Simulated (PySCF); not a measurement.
CH8Si2, triplet, at a GFN2-xTB geometry of the parent state (a higher spin typed on purpose: for a closed-shell molecule this is an excited state); PySCF with B3LYP/3-21G.

Here is a job for PySCF.
```python
from pyscf import gto, scf, dft

mol = gto.Mole()
mol.atom = '''
    Si    1.469501    0.675243   -0.004315
    C     0.249959   -0.773362   -0.140745
    Si   -1.582865   -0.324499    0.068147
    H     2.839701    0.182994   -0.185178
    H     1.181014    1.668952   -1.040543
    H     1.358676    1.297376    1.316715
    H     0.513805   -1.524899    0.604684
    H     0.384534   -1.254531   -1.110514
    H    -1.982528    0.632796   -0.965442
    H    -1.804865    0.261220    1.391816
    H    -2.402995   -1.534148   -0.060719
'''
mol.basis = '3-21g'
mol.charge = 0
mol.spin = 2
mol.verbose = 4
mol.build()

mf = dft.UKS(mol)
mf.xc = 'b3lyp'
mf.kernel()
mf.analyze()
```

The log (banner, timings and long lists left out):

```
PySCF version 2.14.0

[INPUT] verbose = 4
[INPUT] num. atoms = 11
[INPUT] num. electrons = 42
[INPUT] charge = 0
[INPUT] spin (= nelec alpha-beta = 2S) = 2
[INPUT] symmetry False subgroup None
[INPUT] Mole.unit = angstrom
[INPUT] Symbol           X                Y                Z      unit          X                Y                Z       unit  Magmom
[...]
nuclear repulsion = 150.449941345671
number of shells = 35
number of NR pGTOs = 93
number of NR cGTOs = 51
basis = 3-21g
ecp = {}

******** <class 'pyscf.dft.uks.UKS'> ********
method = UKS
initial guess = minao
damping factor = 0
level_shift factor = 0
DIIS = <class 'pyscf.scf.diis.CDIIS'>
diis_start_cycle = 1
diis_space = 8
diis_damp = 0
SCF conv_tol = 1e-09
SCF conv_tol_grad = None
SCF max_cycles = 50
direct_scf = True
direct_scf_tol = 1e-13
number electrons alpha = 22  beta = 20
XC library pyscf.dft.libxc version 7.1.2
    S. Lehtola, C. Steigemann, M. J. T. Oliveira, and M. A. L. Marques,  SoftwareX 7, 1–5 (2018)
XC functionals = b3lyp
    P. J. Stephens, F. J. Devlin, C. F. Chabalowski, and M. J. Frisch,  J. Phys. Chem. 98, 11623 (1994)
radial grids:
    Treutler-Ahlrichs [JCP 102, 346 (1995); DOI:10.1063/1.469408] (M4) radial grids

becke partition: Becke, JCP 88, 2547 (1988); DOI:10.1063/1.454033
pruning grids: <function nwchem_prune>
grids dens level: 3
symmetrized grids: False
atomic radii adjust function: <function treutler_atomic_radii_adjust>
small_rho_cutoff = 0
Set gradient conv threshold to 3.16228e-05
tot grids = 130944
init E= -618.05906370125

cycle= 1 E= -618.310244542732  delta_E= -0.251  |g|= 0.182  |ddm|= 4.18

cycle= 2 E= -618.298667143796  delta_E= 0.0116  |g|= 0.244  |ddm|= 0.769

cycle= 3 E= -618.334950956229  delta_E= -0.0363  |g|= 0.028  |ddm|= 0.588

cycle= 4 E= -618.335772979165  delta_E= -0.000822  |g|= 0.0149  |ddm|= 0.114

cycle= 5 E= -618.336029722152  delta_E= -0.000257  |g|= 0.00402  |ddm|= 0.0739

cycle= 6 E= -618.33606882972  delta_E= -3.91e-05  |g|= 0.00158  |ddm|= 0.0335

cycle= 7 E= -618.336074132738  delta_E= -5.3e-06  |g|= 0.000418  |ddm|= 0.00945

cycle= 8 E= -618.336074541933  delta_E= -4.09e-07  |g|= 0.000131  |ddm|= 0.00295

cycle= 9 E= -618.336074564898  delta_E= -2.3e-08  |g|= 2.5e-05  |ddm|= 0.000751

cycle= 10 E= -618.336074565182  delta_E= -2.84e-10  |g|= 2.7e-05  |ddm|= 0.000404

Extra cycle  E= -618.336074563769  delta_E= 1.41e-09  |g|= 4.45e-05  |ddm|= 0.000572
converged SCF energy = -618.336074563769  <S^2> = 2.0046746  2S+1 = 3.0031148
**** SCF Summaries ****
Total Energy =                        -618.336074563769330
Nuclear Repulsion Energy =             150.449941345671135
One-electron Energy =                -1152.378828668674487
Two-electron Energy =                  383.592812759234050
Two-electron Coulomb Energy =          433.678790959579715
DFT Exchange-Correlation Energy =      -50.085978200345650
**** MO energy ****
                             alpha | beta                alpha | beta
[...]
To work with the spin densities directly, `use mulliken_meta_spin()` only printing them here.

 ** Mulliken spin pop alpha/beta on meta-lowdin orthogonal AOs **
 ** Mulliken Spin Density (per AO)  **
spin_pop of  0 Si 1s        0.00000
spin_pop of  0 Si 2s        0.00000
spin_pop of  0 Si 3s        0.00778
spin_pop of  0 Si 4s        0.00218
spin_pop of  0 Si 2px       0.00002
spin_pop of  0 Si 2py       0.00003
spin_pop of  0 Si 2pz      -0.00000
spin_pop of  0 Si 3px       0.17573
spin_pop of  0 Si 3py       0.23849
spin_pop of  0 Si 3pz       0.01548
spin_pop of  0 Si 4px       0.01367
spin_pop of  0 Si 4py       0.03293
spin_pop of  0 Si 4pz       0.00009
spin_pop of  1 C 1s       -0.00001
spin_pop of  1 C 2s        0.23565
spin_pop of  1 C 3s        0.02505
spin_pop of  1 C 2px       0.46443
spin_pop of  1 C 2py       0.09240
spin_pop of  1 C 2pz       0.02213
spin_pop of  1 C 3px       0.00107
spin_pop of  1 C 3py       0.00680
spin_pop of  1 C 3pz       0.00021
spin_pop of  2 Si 1s        0.00000
spin_pop of  2 Si 2s        0.00000
spin_pop of  2 Si 3s        0.00778
spin_pop of  2 Si 4s        0.00218
spin_pop of  2 Si 2px       0.00005
spin_pop of  2 Si 2py       0.00000
spin_pop of  2 Si 2pz      -0.00000
spin_pop of  2 Si 3px       0.38495
spin_pop of  2 Si 3py       0.02658
spin_pop of  2 Si 3pz       0.01828
spin_pop of  2 Si 4px       0.03947
spin_pop of  2 Si 4py       0.00681
spin_pop of  2 Si 4pz       0.00044
spin_pop of  3 H 1s        0.11255
spin_pop of  3 H 2s        0.00027
spin_pop of  4 H 1s       -0.00953
spin_pop of  4 H 2s        0.00179
spin_pop of  5 H 1s       -0.00953
spin_pop of  5 H 2s        0.00179
spin_pop of  6 H 1s       -0.01110
spin_pop of  6 H 2s        0.00343
spin_pop of  7 H 1s       -0.01110
spin_pop of  7 H 2s        0.00343
spin_pop of  8 H 1s       -0.00953
spin_pop of  8 H 2s        0.00179
spin_pop of  9 H 1s       -0.00953
spin_pop of  9 H 2s        0.00179
spin_pop of  10 H 1s        0.11253
spin_pop of  10 H 2s        0.00027
 ** Mulliken Spin Density (per atom)  **
spin density of  0 Si =      0.48640
spin density of  1 C =      0.84772
spin density of  2 Si =      0.48654
spin density of  3 H =      0.11282
spin density of  4 H =     -0.00774
spin density of  5 H =     -0.00774
spin density of  6 H =     -0.00767
spin density of  7 H =     -0.00767
spin density of  8 H =     -0.00774
spin density of  9 H =     -0.00774
spin density of  10 H =      0.11280
 ** Mulliken pop alpha/beta on meta-lowdin orthogonal AOs **
 ** Mulliken pop       alpha | beta **
In total            22.00000 | 20.00000
 ** Mulliken atomic charges   ( Nelec_alpha | Nelec_beta ) **
charge of  0Si =      0.27611  (     7.10515      6.61874 )
charge of  1C =     -0.59868  (     3.72320      2.87548 )
charge of  2Si =      0.27592  (     7.10531      6.61877 )
charge of  3H =      0.00018  (     0.55632      0.44350 )
charge of  4H =     -0.05745  (     0.52486      0.53260 )
charge of  5H =     -0.05746  (     0.52486      0.53260 )
charge of  6H =      0.13805  (     0.42714      0.43481 )
charge of  7H =      0.13805  (     0.42714      0.43481 )
charge of  8H =     -0.05744  (     0.52485      0.53259 )
charge of  9H =     -0.05744  (     0.52485      0.53259 )
charge of  10H =      0.00016  (     0.55632      0.44352 )
Dipole moment(X, Y, Z, Debye):  0.56646, -1.74573, -0.31788
```
